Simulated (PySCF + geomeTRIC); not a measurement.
All values below come from PBE0-D3(BJ)/def2-TZVP (PySCF + geomeTRIC). fastk is a local helper that only speeds up exchange builds. No frequencies were computed at this level.

```python
import json, numpy as np
from pyscf import gto, dft
from fastk import lowrank_exchange
atoms = """
N     -1.250636    -0.129408    -0.254680
In     0.789966     0.013523    -0.072463
F      1.747983     1.689630    -0.409337
F      1.934879    -1.528042     0.315976
H     -1.577228    -0.817439     0.418515
H     -1.644963     0.771736     0.001989
"""
def scf(charge, spin, dm0=None):
    mol = gto.M(atom=atoms, basis='def2-tzvp', ecp={'In': 'def2-tzvp'}, charge=charge, spin=spin, verbose=3, max_memory=3780)
    mf = dft.KS(mol, xc='pbe0').density_fit(auxbasis="def2-universal-jkfit")
    mf.disp = 'd3bj'
    mf.grids.level = 3
    mf.conv_tol = 1e-8
    mf.max_cycle = 60
    mf.kernel(dm0)
    if not mf.converged:
        mf = mf.newton().run(mf.mo_coeff, mf.mo_occ).undo_soscf()
    return mf
mf = scf(0, 0)
from pyscf.geomopt.geometric_solver import kernel as optimize
path = []
done, mol = optimize(mf, maxsteps=80, assert_convergence=False, callback=lambda env: path.append((env["energy"], bool(env["g_scanner"].converged))))
res = dict(converged=bool(done and path[-1][1]), energy=path[-1][0], path=[e for e, c in path], xyz=mol.atom_coords(unit="Angstrom").tolist(), nao=mol.nao)
json.dump(res, open("result.json", "w"))
```

Output:

```
converged SCF energy = -445.702074620081
Geometry optimization cycle 1
converged SCF energy = -445.702074620736
cycle 1: E = -445.702074621  dE = -445.702  norm(grad) = 0.0218993
Geometry optimization cycle 2
converged SCF energy = -445.703240011048
cycle 2: E = -445.703240011  dE = -0.00116539  norm(grad) = 0.00878257
Geometry optimization cycle 3
converged SCF energy = -445.703625936239
cycle 3: E = -445.703625936  dE = -0.000385925  norm(grad) = 0.00561034
Geometry optimization cycle 4
converged SCF energy = -445.703829992886
cycle 4: E = -445.703829993  dE = -0.000204057  norm(grad) = 0.00263128
Geometry optimization cycle 5
converged SCF energy = -445.703855118066
cycle 5: E = -445.703855118  dE = -2.51252e-05  norm(grad) = 0.00111518
Geometry optimization cycle 6
converged SCF energy = -445.703861462011
cycle 6: E = -445.703861462  dE = -6.34395e-06  norm(grad) = 0.000363893
Geometry optimization cycle 7
converged SCF energy = -445.703862895596
cycle 7: E = -445.703862896  dE = -1.43359e-06  norm(grad) = 0.000225269
Geometry optimization cycle 8
converged SCF energy = -445.703863744607
cycle 8: E = -445.703863745  dE = -8.49011e-07  norm(grad) = 0.00028025
Geometry optimization cycle 9
converged SCF energy = -445.703864016965
cycle 9: E = -445.703864017  dE = -2.72357e-07  norm(grad) = 0.000209845
Geometry optimization cycle 10
converged SCF energy = -445.703864067512
cycle 10: E = -445.703864068  dE = -5.05474e-08  norm(grad) = 0.000189034
Geometry optimization cycle 11
converged SCF energy = -445.703864275311
cycle 11: E = -445.703864275  dE = -2.07799e-07  norm(grad) = 0.000291421
<class 'geometric.internal.Distance'> : 5
<class 'geometric.internal.Angle'> : 5
<class 'geometric.internal.OutOfPlane'> : 1
<class 'geometric.internal.Dihedral'> : 4
<class 'geometric.internal.TranslationX'> : 1
<class 'geometric.internal.TranslationY'> : 1
<class 'geometric.internal.TranslationZ'> : 1
<class 'geometric.internal.RotationA'> : 1
<class 'geometric.internal.RotationB'> : 1
<class 'geometric.internal.RotationC'> : 1
Step    0 : Gradient = 8.940e-03/1.597e-02 (rms/max) Energy = -445.7020746207
Step    1 : Displace = 2.920e-02/4.335e-02 (rms/max) Trust = 1.000e-01 (=) Grad = 3.585e-03/4.590e-03 (rms/max) E (change) = -445.7032400110 (-1.165e-03) Quality = 0.904
Step    2 : Displace = 2.110e-02/2.756e-02 (rms/max) Trust = 1.414e-01 (+) Grad = 2.290e-03/3.745e-03 (rms/max) E (change) = -445.7036259362 (-3.859e-04) Quality = 1.479
Step    3 : Displace = 2.406e-02/2.982e-02 (rms/max) Trust = 2.000e-01 (+) Grad = 1.074e-03/2.016e-03 (rms/max) E (change) = -445.7038299929 (-2.041e-04) Quality = 1.147
Step    4 : Displace = 7.167e-03/9.431e-03 (rms/max) Trust = 2.828e-01 (+) Grad = 4.553e-04/7.246e-04 (rms/max) E (change) = -445.7038551181 (-2.513e-05) Quality = 1.240
Step    5 : Displace = 3.357e-03/4.898e-03 (rms/max) Trust = 3.000e-01 (+) Grad = 1.486e-04/2.698e-04 (rms/max) E (change) = -445.7038614620 (-6.344e-06) Quality = 1.139
Step    6 : Displace = 2.250e-03/2.955e-03 (rms/max) Trust = 3.000e-01 (=) Grad = 9.197e-05/1.510e-04 (rms/max) E (change) = -445.7038628956 (-1.434e-06) Quality = 1.306
Step    7 : Displace = 3.010e-03/4.065e-03 (rms/max) Trust = 3.000e-01 (=) Grad = 1.144e-04/2.005e-04 (rms/max) E (change) = -445.7038637446 (-8.490e-07) Quality = 0.908
Step    8 : Displace = 2.043e-03/2.693e-03 (rms/max) Trust = 3.000e-01 (=) Grad = 8.567e-05/1.180e-04 (rms/max) E (change) = -445.7038640170 (-2.724e-07) Quality = 0.501
Step    9 : Displace = 2.221e-03/3.124e-03 (rms/max) Trust = 3.000e-01 (=) Grad = 7.717e-05/1.252e-04 (rms/max) E (change) = -445.7038640675 (-5.055e-08) Quality = 0.066
Step   10 : Displace = 1.094e-03/1.647e-03 (rms/max) Trust = 1.111e-03 (-) Grad = 1.190e-04/1.936e-04 (rms/max) E (change) = -445.7038642753 (-2.078e-07) Quality = 0.176
Converged! =D
```

Cost: very roughly 2.7 core-minutes.
